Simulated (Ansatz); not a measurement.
CH7FSi2, SMILES `C[SiH2][SiH2]F`. Charge 0, multiplicity 1.

```
atom   x (Å)   y (Å)   z (Å)
  C1  -1.466  -0.564  -0.757
 Si2   0.359  -0.134  -0.784
 Si3   1.107   0.603   1.312
  F4   0.246   1.884   1.772
  H5  -2.062   0.307  -0.476
  H6  -1.797  -0.902  -1.741
  H7  -1.667  -1.360  -0.036
  H8   0.634   0.925  -1.795
  H9   1.180  -1.327  -1.141
 H10   0.929  -0.442   2.357
 H11   2.538   1.008   1.289
```

(1) What are the harmonic wavenumbers in cm⁻¹ at PBE0-D4/def2-TZVP (Ansatz, finite differences of forces, unscaled)? (An estimate is asked.)

(2) Is this a minimum?

(3) Give the ideal-gas thermochemistry at 298.15 K and 1 bar (rigid rotor, harmonic oscillator; point group C1, symmetry number 1).

(4) Rotational constants (cm⁻¹)?

Results:

(1) Ansatz gave: 52, 110, 153, 204, 393, 418, 497, 619, 680, 715, 746, 845, 851, 885, 913, 928, 953, 1277, 1452, 1453, 2196, 2207, 2212, 2222, 3056, 3142, 3143.

(2) Yes, all 27 modes are real.

(3) Zero-point energy 193.3 kJ/mol; H(298) − E = 214.8 kJ/mol; entropy 350.6 J/(mol·K), of which translation 165.5, rotation 111.8, vibration 73.2; G(298) − E = 110.3 kJ/mol. Modes under 100 cm⁻¹ are hindered rotations or soft bends, so the harmonic entropy is rough.

(4) 0.2465, 0.07412, 0.06406.
